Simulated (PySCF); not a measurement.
**UHF on Te³⁺ (tellurium, charge +3)**

Configuration: [Kr] 4d10 5s2 5p1, 2P determinant. Calculation: PySCF 2.14, in aug-cc-pwCVDZ-PP with ECP28MDF; scalar relativity through the core potential.

| Quantity | Value |
| --- | --- |
| Total energy | -265.051856 hartree |
| One-electron energy | -440.6745 hartree |
| Hartree (Coulomb) energy | 194.5839 hartree |
| Exchange energy | -18.9613 hartree |
| ⟨S²⟩ | 0.7575 |
| ⟨L²⟩ | 2.023 |
| Sum of ⟨r⟩ | 22.43 bohr |
| Sum of ⟨r²⟩ | 31.01 bohr² |
| Traceless quadrupole moment −½Σ⟨3z² − r²⟩ along its main axis | -2.34 e·bohr² |

```json
{"shell": "4s α", "electrons": "1", "mean orbital energy (eV)": "-224.98", "spread (eV)": "0", "rms radius, mean of both spins (bohr)": "0.819"}
{"shell": "4s β", "electrons": "1", "mean orbital energy (eV)": "-224.73", "spread (eV)": "0", "rms radius, mean of both spins (bohr)": "0.819"}
{"shell": "4p α", "electrons": "3", "mean orbital energy (eV)": "-169.54", "spread (eV)": "0.127", "rms radius, mean of both spins (bohr)": "0.882"}
{"shell": "4p β", "electrons": "3", "mean orbital energy (eV)": "-169.29", "spread (eV)": "0.812", "rms radius, mean of both spins (bohr)": "0.882"}
{"shell": "4d α", "electrons": "5", "mean orbital energy (eV)": "-83.885", "spread (eV)": "0.480", "rms radius, mean of both spins (bohr)": "1.03"}
{"shell": "4d β", "electrons": "5", "mean orbital energy (eV)": "-83.680", "spread (eV)": "0.863", "rms radius, mean of both spins (bohr)": "1.03"}
{"shell": "5s α", "electrons": "1", "mean orbital energy (eV)": "-47.848", "spread (eV)": "0", "rms radius, mean of both spins (bohr)": "2.07"}
{"shell": "5s β", "electrons": "1", "mean orbital energy (eV)": "-45.187", "spread (eV)": "0", "rms radius, mean of both spins (bohr)": "2.07"}
{"shell": "5p α", "electrons": "1", "mean orbital energy (eV)": "-36.431", "spread (eV)": "0", "rms radius, mean of both spins (bohr)": "2.40"}
```

Energies and moments cover only the electrons outside the core potential.
